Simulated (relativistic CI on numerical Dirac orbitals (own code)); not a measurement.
# How well does a small relativistic CI reproduce Lu?

Calculated at this level of theory: Dirac-Coulomb-Breit CI, separate exchange-only KLI orbitals for each configuration, model QED, valence Slater integrals scaled by 0.85, P86 correlation energy added to each configuration (own radial code, finite nucleus).

Configuration list (outside the closed core [Xe] 4f14): 5d6s², 6s²6p, 5d6s6p, 5d²6s, 6s²7s, 6s²7p, 6s²6d, 5d³, 6s²5f, 5d6s6d, 6s²8s, 6s²8p, 6s²7d, 6s²9s, 6s²6f, 5d²6p, 6s²5g, 6s²9p, 6s²8d, 6s²9d, 5d6s7s, 5d6p², 6p³, 6p²7s, 6p²7p, 6p²6d, 6s6p². Double excitations out of closed p, d and f shells are left out; levels of such configurations are missing from the list, as are those of other unlisted configurations, and high levels can miss mixing partners. These lack a partner that the ground configuration has and come out too high: 6s²5f, 6s²8s, 6s²8p, 6s²7d, 6s²9s.

```
Configuration  Term (tabulated)    J  Measured (cm⁻¹)  Computed  Error  Purity (%)
        5d6s²                2D  3/2              0.0         0      0          90
        5d6s²                2D  5/2           1993.9      1442   -552          90
        6s²6p               2P°  1/2           4136.0      1603  -2533          86
        6s²6p               2P°  3/2           7476.4      4647  -2829          85
       5d6s6p               4F°  3/2          17427.3     14598  -2829          91
       5d6s6p               4F°  5/2          18504.6     15578  -2927          89
        5d²6s                4F  3/2          18851.3     18855      3          98
        5d²6s                4F  5/2          19403.3     19157   -246          98
        5d²6s                4F  7/2          20247.3     19605   -642          99
       5d6s6p               4F°  7/2          20432.5     17124  -3309          97
       5d6s6p               4D°  1/2          20762.4     18555  -2208          96
        5d²6s                4F  9/2          21242.3     20202  -1040          98
       5d6s6p               2D°  5/2          21462.3     18456  -3006          73
       5d6s6p               4D°  5/2          22221.6     19542  -2679          87
       5d6s6p               4F°  9/2          22609.5     18935  -3674          99
       5d6s6p               4D°  7/2          23524.2     20751  -2773          95
       5d6s6p               4P°  1/2          24108.7     20996  -3113          97
        6s²7s                2S  1/2          24125.9     24483    357          88
       5d6s6p               4P°  3/2          24308.2     21171  -3137          89
        5d²6s                2D  3/2          24518.2     23396  -1122          73
        5d²6s                2D  5/2          24711.2     23738   -973          64
       5d6s6p               4P°  5/2          25191.6     21727  -3464          77
        5d²6s                2G  7/2          26570.4     28076   1506          88
        5d²6s                2G  9/2          26671.3     28093   1422          94
        5d²6s                2F  7/2          27991.8     26355  -1637          80
       5d6s6p               2F°  5/2          28020.2     26157  -1863          78
        6s²7p               2P°  1/2          29430.9     29627    196          58
       5d6s6p               2F°  7/2          29486.9     27774  -1713          83
        5d²6s                2P  3/2          29937.8     28896  -1042          78
       5d6s6p             2F° †  5/2          30183.5     31134    951          65
        6s²7p               2P°  3/2          30488.6     30279   -209          78
       5d6s6p             2P° †  3/2          31523.1     29591  -1932          68
        6s²6d                2D  3/2          31542.2     31581     39          88
        6s²6d                2D  5/2          31713.6     31848    135          83
       5d6s6p             2F° †  7/2          31751.2     31422   -330          83
       5d6s6p             2P° †  1/2          32058.1     30216  -1842          63
       5d6s6p             2P° †  1/2          33443.2     35654   2211          69
       5d6s6p             2P° †  3/2          34436.5     36202   1766          64
```

Measured levels from NIST Handbook of Basic Atomic Spectroscopic Data (Sansonetti and Martin, J. Phys. Chem. Ref. Data 34, 1559 (2005)); pairs were made by configuration, J and term (by order where the table uses no LS term), so strongly mixed levels may be paired wrongly.

Mean error by configuration (cm⁻¹): 5d6s² -552; 6s²6p -2681; 5d6s6p -2823; 5d²6s -377; 6s²7s 357; 6s²7p -6; 6s²6d 87. Over the excited levels the mean absolute error is 1715 cm⁻¹ (37 of the 46 excited levels that our extract of the source holds in range could be paired, and the others can miss by more), and the median relative error of those above 1,000 cm⁻¹ is 5.8 %. † marks terms whose computed intervals miss the measured ones by more than a factor of 2.5, or configurations far off the rest, from wrong mixing, a near crossing or a doubtful label or measurement; they are left out of the means.
